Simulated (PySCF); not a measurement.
Compound: C8H13 (doublet state).
Z-matrix (Å and degrees, PBE0-D3(BJ)/def2-SVP geometry), rows numbered from 1:
```
C 
C   1  1.5265
C   2  1.5032  1  113.61
C   3  1.3414  2  121.86  1   116.77
C   4  1.4991  3  124.52  2  -178.01
C   5  1.4872  4  113.53  3    -3.24
C   6  1.4862  5  119.09  4   -21.22
C   3  1.5075  2  117.04  1   -62.03
H   1  1.1011  2  111.78  3    60.95
H   1  1.1007  2  111.13  3  -179.13
H   1  1.1012  2  110.87  3   -59.07
H   2  1.1061  1  108.86  3  -121.45
H   2  1.1019  1  109.68  3   122.53
H   4  1.0961  3  118.80  2     1.22
H   5  1.1135  4  108.89  3  -126.77
H   5  1.1079  4  109.58  3   120.65
H   6  1.0935  5  119.00  4   173.29
H   7  1.1123  6  109.63  5   -73.97
H   7  1.1013  6  111.01  5   169.54
H   8  1.1055  3  109.20  2    81.09
H   8  1.1039  3  109.50  2   -34.09
```

The hyperfine couplings belong to this conformer and change with its torsions.

Identity: `CCC1=CC[CH]CC1` [radical].

Theory: UKS B3LYP, IGLO-III on C, pcH-1 on H, non-relativistic, mean-field spin-orbit, GIAO in PySCF. The structure is a single PBE0-D3(BJ)/def2-SVP conformer in the gas phase; no vibrational or solvent corrections. Stability of the SCF solution: not tested.

Principal values of hyperfine tensors in MHz (contact and dipolar terms together), for some of the nuclei:

```json
{"atom": "H18", "isotope": "1H", "A1": "138.27", "A2": "140.36", "A3": "151.41"}
{"atom": "C6", "isotope": "13C", "A1": "21.74", "A2": "22.40", "A3": "254.43"}
{"atom": "H16", "isotope": "1H", "A1": "59.38", "A2": "59.99", "A3": "73.41"}
{"atom": "H17", "isotope": "1H", "A1": "-97.35", "A2": "-60.62", "A3": "-22.55"}
{"atom": "C8", "isotope": "13C", "A1": "29.65", "A2": "29.94", "A3": "36.74"}
{"atom": "C7", "isotope": "13C", "A1": "-31.40", "A2": "-30.01", "A3": "-26.96"}
{"atom": "C5", "isotope": "13C", "A1": "-30.46", "A2": "-28.64", "A3": "-25.72"}
{"atom": "H19", "isotope": "1H", "A1": "14.33", "A2": "15.42", "A3": "28.20"}
```

**Question.** Split each tensor into its isotropic and traceless parts, and turn a_iso into mT with g = 2.0026.

**Answer.** a_iso = (A1 + A2 + A3)/3, Ti = Ai − a_iso; 1 mT corresponds to 28.029 MHz.

```
atom  a_iso (MHz)  a_iso (mT)      T1      T2      T3
 H18       143.35       5.114   -5.08   -2.98    8.06
  C6        99.52       3.551  -77.78  -77.12  154.90
 H16        64.26       2.293   -4.88   -4.27    9.15
 H17       -60.18      -2.147  -37.18   -0.44   37.62
  C8        32.11       1.146   -2.46   -2.17    4.63
  C7       -29.46      -1.051   -1.94   -0.56    2.50
  C5       -28.28      -1.009   -2.18   -0.37    2.55
 H19        19.32       0.689   -4.99   -3.89    8.88
```

**Question.** What spin density at the nucleus of H17 lies behind its contact coupling (g_N = 5.58569)?

**Answer.** a_FC = (2μ0/3) gₑ μB g_N μN ρ(0)/(2S·h) = 800.24 MHz × g_N × ρ(0)/(2S), with ρ in bohr⁻³. With a_FC = -60.18 MHz and 2S = 1, ρ(0) = -0.01346 bohr⁻³. In magnitude that is 4.2 % of the 1/π = 0.318 of a free hydrogen atom.

**Question.** H15 (1H, g_N = 5.58569) isn't in the table. Its spin density at the nucleus is 0.0291 bohr⁻³. What is its contact coupling?

**Answer.** By the same relation, a_FC = 130.1 MHz. Its full tensor has the principal values 125.17, 127.16, 137.91 MHz.

**Question.** Name the largest traceless tensor T of the table and describe it.

**Answer.** C6: -77.8, -77.1, 154.9 MHz, axial, in the ratio −1:−1:+2, the form that spin in one p orbital centred on that nucleus gives.

**Question.** What first-order splitting does H18 cause when the field lies along A1, A2 or A3 of its tensor (g taken as isotropic, no quadrupole term)?

**Answer.** 2 lines (I = 1/2), spaced by |A_i|/(g × 13.996): 4.93, 5.01, 5.40 mT along the axes of A1, A2 and A3.
